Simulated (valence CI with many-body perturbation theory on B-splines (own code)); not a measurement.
# Pr XVIII: E2, M1 decay

Computed by valence CI with perturbative core correlation (CI+MBPT): six valence electrons over a frozen Dirac-Fock core [Kr], radial functions for each j: 7 s, 7 p, 8 d, 6 f, 4 g, 1 h, with the one-electron correlation potential Σ1 (screened to all orders), the two-electron term Σ2, the three-electron term Σ3, Breit, model QED; selected single and double excitations, second order for the rest, scaled by the run's own slope (own B-spline code, finite nucleus).

No measured spectrum was set against this ion. As an estimate, terms of the open shell hold to 2 to 4 % of their energy, and close levels can change places. Core correlation moves these levels by up to 10000 cm⁻¹, and in measured spectra 5 to 20 % of such shifts remained as error; rates that hang on mixing are uncertain with them. Among the levels kept, up to 1100 cm⁻¹ of a level comes from second order outside the variational space, and about a tenth of that is noise between levels of different J, which matters for small intervals. Only levels of the ground parity were solved; by the run's estimate the other parity begins above the list, which can be wrong where configurations are misplaced.

Lines 1 to 50 of 119 in falling wavelength, among levels below 230180 cm⁻¹, chosen from the decays that carry over 1 % of a level's rate. Wavelengths and rates use the calculated energies, so an error of 2000 cm⁻¹ moves a line at 1044 nm by 21 % and its rate by three times that or more. Electric multipoles are in the length gauge, E1 and E2 with the static RPA response of the core. S is in atomic units (e²a₀⁴ for E2 and M2, e²a₀⁶ for E3), for M1 in squared Bohr magnetons. Weak lines are less certain than strong ones. Lines between different terms over intervals too small for the method are left out, as are lines whose strength nearly cancels. Where a level lies close to another of its J and parity, the split of strength between their lines is uncertain.

Names give the largest LS component (configuration and term), which can be under half, so a name can repeat, a term be missing and a line seem to break the LS rules; names also repeat where a configuration has a term twice. Letters in brackets count levels of one name in rising energy.

| λ vac (nm) | Upper | Lower | Type | A (s⁻¹) | S (a.u.) |
| --- | --- | --- | --- | --- | --- |
| 1304 | 4d6 5D_3 | 4d6 5D_2 [a] | M1 | 1.01e+01 | 5.81e+00 |
| 1207 | 4d6 3H_5 | 4d6 3H_4 [b] | M1 | 9.15e+00 | 6.55e+00 |
| 1044 | 4d6 3P_0 [a] | 4d6 3D_1 | M1 | 9.50e+00 | 4.00e-01 |
| 905.8 | 4d6 3G_5 | 4d6 3H_4 [a] | M1 | 1.56e+01 | 4.73e+00 |
| 904.5 | 4d6 3G_3 | 4d6 3G_4 | M1 | 2.27e+01 | 4.36e+00 |
| 715.8 | 4d6 5D_2 [a] | 4d6 5D_4 | E2 | 9.45e-04 | 7.93e-02 |
| 696.6 | 4d6 3D_1 | 4d6 3F_2 [a] | M1 | 2.35e+01 | 8.84e-01 |
| 693.6 | 4d6 1F_3 | 4d6 3G_4 | M1 | 1.38e+01 | 1.19e+00 |
| 686.1 | 4d6 5D_0 | 4d6 5D_2 [a] | E2 | 3.67e-03 | 4.98e-02 |
| 651.5 | 4d6 3H_4 [b] | 4d6 3F_3 [a] | M1 | 2.72e+01 | 2.51e+00 |
| 639.0 | 4d6 5D_1 | 4d6 5D_2 [a] | M1 | 2.08e+02 | 6.03e+00 |
| 611.0 | 4d6 3H_4 [a] | 4d6 5D_3 | M1 | 9.46e+00 | 7.20e-01 |
| 601.9 | 4d6 3P_1 [a] | 4d6 3P_0 [a] | M1 | 3.54e+01 | 8.58e-01 |
| 569.4 | 4d6 3D_2 | 4d6 3F_2 [a] | M1 | 2.46e+01 | 8.41e-01 |
| 561.5 | 4d6 1D_2 [a] | 4d6 3G_3 | M1 | 1.36e+01 | 4.45e-01 |
| 520.0 | 4d6 1F_3 | 4d6 3H_4 [b] | M1 | 1.28e+01 | 4.69e-01 |
| 508.9 | 4d6 3D_1 | 4d6 5D_2 [b] | M1 | 9.06e+01 | 1.33e+00 |
| 500.1 | 4d6 3D_2 | 4d6 3F_3 [a] | M1 | 5.72e+01 | 1.33e+00 |
| 472.7 | 4d6 3F_3 [a] | 4d6 3H_4 [a] | M1 | 9.39e+01 | 2.57e+00 |
| 462.2 | 4d6 5D_3 | 4d6 5D_4 | M1 | 2.96e+02 | 7.59e+00 |
| 435.0 | 4d6 3P_1 [a] | 4d6 3D_2 | M1 | 1.80e+02 | 1.65e+00 |
| 430.3 | 4d6 1G_4 [a] | 4d6 3D_3 | M1 | 2.15e+01 | 5.71e-01 |
| 420.3 | 4d6 1D_2 [a] | 4d6 3D_3 | M1 | 3.90e+01 | 5.36e-01 |
| 402.6 | 4d6 1G_4 [a] | 4d6 3H_5 | M1 | 1.01e+01 | 2.20e-01 |
| 396.3 | 4d6 3D_3 | 4d6 3F_3 [a] | M1 | 3.31e+01 | 5.35e-01 |
| 392.7 | 4d6 3H_4 [b] | 4d6 3G_5 | M1 | 2.52e+01 | 5.09e-01 |
| 384.2 | 4d6 3P_1 [a] | 4d6 1S_0 [a] | M1 | 3.71e+01 | 2.34e-01 |
| 381.7 | 4d6 3P_1 [a] | 4d6 3D_1 | M1 | 1.69e+02 | 1.04e+00 |
| 374.9 | 4d6 5D_2 [b] | 4d6 5D_1 | M1 | 2.31e+02 | 2.26e+00 |
| 355.9 | 4d6 3D_3 | 4d6 5D_2 [b] | M1 | 2.39e+02 | 2.79e+00 |
| 353.2 | 4d6 1G_4 [a] | 4d6 3G_4 | M1 | 7.29e+01 | 1.07e+00 |
| 347.5 | 4d6 3G_3 | 4d6 3F_2 [a] | M1 | 8.08e+01 | 8.80e-01 |
| 330.3 | 4d6 3G_4 | 4d6 3G_5 | M1 | 2.75e+02 | 3.31e+00 |
| 320.4 | 4d6 3G_3 | 4d6 3F_3 [a] | M1 | 2.54e+02 | 2.17e+00 |
| 312.8 | 4d6 3F_2 [a] | 4d6 5D_1 | M1 | 5.83e+01 | 3.31e-01 |
| 311.1 | 4d6 1F_3 | 4d6 3F_2 [a] | M1 | 2.59e+01 | 2.03e-01 |
| 310.2 | 4d6 1D_2 [a] | 4d6 3D_1 | M1 | 5.72e+01 | 3.17e-01 |
| 302.8 | 4d6 3P_1 [b] | 4d6 3P_0 [a] | M1 | 2.06e+02 | 6.36e-01 |
| 302.4 | 4d6 3H_5 | 4d6 3H_6 | M1 | 4.05e+02 | 4.56e+00 |
| 301.9 | 4d6 1G_4 [a] | 4d6 3H_4 [b] | M1 | 1.17e+02 | 1.07e+00 |
| 296.3 | 4d6 3H_5 | 4d6 3G_5 | M1 | 2.16e+02 | 2.29e+00 |
| 293.5 | 4d6 3G_3 | 4d6 5D_2 [b] | M1 | 8.96e+01 | 5.88e-01 |
| 291.9 | 4d6 3F_2 [b] | 4d6 1F_3 | M1 | 4.36e+02 | 2.01e+00 |
| 289.2 | 4d6 1F_3 | 4d6 3F_3 [a] | M1 | 7.19e+01 | 4.51e-01 |
| 288.5 | 4d6 5D_2 [b] | 4d6 5D_3 | M1 | 6.02e+02 | 2.68e+00 |
| 274.0 | 4d6 3H_4 [b] | 4d6 3H_4 [a] | M1 | 7.37e+02 | 5.06e+00 |
| 267.1 | 4d6 1F_3 | 4d6 5D_2 [b] | M1 | 8.63e+00 | 4.27e-02 |
| 266.5 | 4d6 3F_3 [a] | 4d6 5D_3 | M1 | 1.49e+02 | 7.33e-01 |
| 265.8 | 4d6 3F_2 [b] | 4d6 3G_3 | M1 | 2.65e+01 | 9.24e-02 |
| 263.1 | 4d6 3H_4 [a] | 4d6 5D_4 | M1 | 6.26e+02 | 3.80e+00 |
